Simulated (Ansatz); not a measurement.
C3H4Br2 (SMILES C/C(Br)=C\Br) moved off its minimum; all values from Ansatz (a program for electronic structure), cores frozen in correlated methods.
(charge 0, multiplicity 1)
```xyz
9

C     -1.65953    -0.67152     0.59593
C     -0.59103     0.30166    -0.06604
Br    -0.79528     2.01106     0.12833
C      0.63779    -0.36269    -0.20028
Br     1.24480    -1.97131    -0.17360
H     -1.95633    -0.31699     1.56312
H     -1.53558    -1.60604     0.65926
H     -2.71338    -0.25253     0.07734
H      1.49948     0.37019    -0.52466
```

Forces at B3LYP/def2-TZVPP (eV/Å):

```
atom      Fx      Fy      Fz
----  ------  ------  ------
C1    -4.326  10.811  -2.579
C2     2.178  -9.013   2.197
Br3   -0.458   3.914  -0.016
C4    -0.597   8.760  -1.809
Br5    0.794  -4.406   0.261
H6     0.580   0.368   0.979
H7     1.192  -7.088  -0.462
H8     2.265  -2.018   0.754
H9    -1.628  -1.329   0.674
```

Question: Give the forces (eV/Å), the total energy and the dipole at CCSD(T)/aug-cc-pVTZ.

Answer: 
```json
[
 {"atom": "C1", "Fx": "-4.309", "Fy": "10.844", "Fz": "-2.589"},
 {"atom": "C2", "Fx": "1.752", "Fy": "-8.927", "Fz": "2.075"},
 {"atom": "Br3", "Fx": "-0.459", "Fy": "4.030", "Fz": "0.040"},
 {"atom": "C4", "Fx": "-0.271", "Fy": "8.729", "Fz": "-1.765"},
 {"atom": "Br5", "Fx": "0.793", "Fy": "-4.609", "Fz": "0.277"},
 {"atom": "H6", "Fx": "0.586", "Fy": "0.447", "Fz": "1.073"},
 {"atom": "H7", "Fx": "1.246", "Fy": "-7.283", "Fz": "-0.477"},
 {"atom": "H8", "Fx": "2.267", "Fy": "-1.972", "Fz": "0.715"},
 {"atom": "H9", "Fx": "-1.606", "Fy": "-1.258", "Fz": "0.651"}
]
```
Energy -5261.7035 hartree, dipole 0.46 D.

Doubts at one or more of the structures used: a restricted determinant that unrestricted orbitals would lower (CCSD(T)/aug-cc-pVTZ).
